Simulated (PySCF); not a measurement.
Choosing a molecule for a target property.

Each SMILES stands for a single optimised conformer of the isolated species, non-relativistic unless stated. Electronic properties by PySCF.

The conformers computed, where there is a choice (atom-mapped SMILES and torsion angles):
- `[CH2:1]=[C:2]([CH3:3])[Si@@H:4]([Cl:5])[CH2:6][CH2:7][CH3:8]`: C1–C2–Si4–Cl5 123°, C2–Si4–C6–C7 56°, Si4–C6–C7–C8 -178°
- `[CH:1]#[C:2][CH2:3][P@@:4]([CH3:5])(=[O:6])[N:7]([SiH3:8])[SiH3:9]`: C2–C3–P4–C5 -59°, C3–P4–N7–Si8 74°
- `[CH3:1][CH2:2][C:3]([CH3:4])([CH3:5])[F:6]`: C1–C2–C3–C4 56°
- `[CH2:1]=[CH:2][Si@@H:3]([C:4](=[CH2:5])[O:6][SiH3:7])[CH:8]([Cl:9])[Cl:10]`: C1–C2–Si3–C4 80°, C2–Si3–C4–C5 -13°, Si3–C4–O6–Si7 -175°, C2–Si3–C8–Cl9 -58°
- `[CH3:1][N:2]([CH3:3])[CH2:4][CH2:5][CH2:6][NH2:7]`: C1–N2–C4–C5 70°, N2–C4–C5–C6 168°, C4–C5–C6–N7 173°, H–N7–C6–C5 61°, H–N7–C6–C5 180°
- `[CH3:1][CH2:2][N:3]([NH2:4])[CH:5]([CH3:6])[CH3:7]`: C1–C2–N3–N4 165°, C2–N3–C5–C6 -73°, H–N4–N3–C2 44°, H–N4–N3–C2 -75°
- `[CH:1]#[C:2][c:3]1[cH:4][cH:5][cH:6][c:7]([C:8](=[O:9])[O:10][CH3:11])[cH:12]1`: C6–C7–C8–O9 0°, C7–C8–O10–C11 180°

Question: Wanted: dipole moment between 1.7 D and 2.4 D (PBE0/pcSseg-1) and smallest rotational constant below 1.3 GHz (GFN2-xTB), at GFN2-xTB geometries. Which candidate meets both?
A. `C#CC[P@@](C)(=O)N([SiH3])[SiH3]`
B. `Cl[Si@@H](CCC)C(C)=C`
C. `CN(C)CCCN`
D. `ClC([Si@H](C(O[SiH3])=C)C=C)Cl`
E. `C#Cc1cccc(C(=O)OC)c1`
F. `CCN(N)C(C)C`
G. `CCC(C)(C)F`

Answer: B. Computed values:
| species | dipole moment | smallest rotational constant |
| --- | --- | --- |
| CN(C)CCCN | 1.15 D | 0.956 GHz |
| C#Cc1cccc(C(=O)OC)c1 | 1.34 D | 0.441 GHz |
| CCN(N)C(C)C | 1.63 D | 1.668 GHz |
| CCC(C)(C)F | 1.81 D | 2.555 GHz |
| Cl[Si@@H](CCC)C(C)=C | 2.08 D | 0.677 GHz |
| ClC([Si@H](C(O[SiH3])=C)C=C)Cl | 2.67 D | 0.376 GHz |
| C#CC[P@@](C)(=O)N([SiH3])[SiH3] | 3.53 D | 0.599 GHz |

Question: Wanted: HOMO energy below -8 eV (PBE0/pcSseg-1) and HOMO–LUMO gap above 7.5 eV (PBE0/pcSseg-1), at GFN2-xTB geometries. Which candidate meets both?
A. `CN(C)CCCN`
B. `C#Cc1cccc(C(=O)OC)c1`
C. `C=C(C)[Si@@H](Cl)CCC`
D. `CCC(C)(C)F`

Answer: D. Computed values:
| species | HOMO energy | HOMO–LUMO gap |
| --- | --- | --- |
| CCC(C)(C)F | -8.83 eV | 10.19 eV |
| C=C(C)[Si@@H](Cl)CCC | -7.72 eV | 7.41 eV |
| C#Cc1cccc(C(=O)OC)c1 | -7.13 eV | 5.52 eV |
| CN(C)CCCN | -6.09 eV | 7.62 eV |
